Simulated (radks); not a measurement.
Initial-state core-level shifts of the terbium ion Tb+ when its valence configuration changes from [Xe] 4f9 6s1. Calculated with a radial shooting solver on a logarithmic mesh with Libxc functionals: scalar-relativistic Kohn-Sham, PBE, spin-unpolarised, spherical densities, finite nucleus; Fermi nuclear charge, rms radius 5.06 fm. Shifts are changes of the shell-averaged eigenvalues in eV (positive: less bound); the change of the density at the nucleus, which sets a Mossbauer isomer shift, is in e/bohr^3, on a base of 7.203e+05.

valence           2s       3s       4p      5p  density at nucleus
4f8 5d1 6s1   -6.981   -7.800   -7.276  -3.053              +31.59
4f8 5d2       -4.977   -5.838   -5.294  -1.157               -8.12
4f8 6s1 6p1  -10.618  -11.371  -10.869  -6.462              +39.99
4f10          +6.359   +6.833   +6.652  +4.031              -52.27
4f9.5 6s0.5   +3.684   +3.962   +3.836  +2.274              -29.39
4f9 6p1       -1.306   -1.289   -1.303  -1.329              -33.29
4f9 5d1       +1.629   +1.579   +1.614  +1.658              -34.79
4f8.5 6s1.5   -4.389   -4.739   -4.531  -2.530              +36.03
4f9.5 5d0.5   +4.315   +4.566   +4.461  +2.970              -44.87
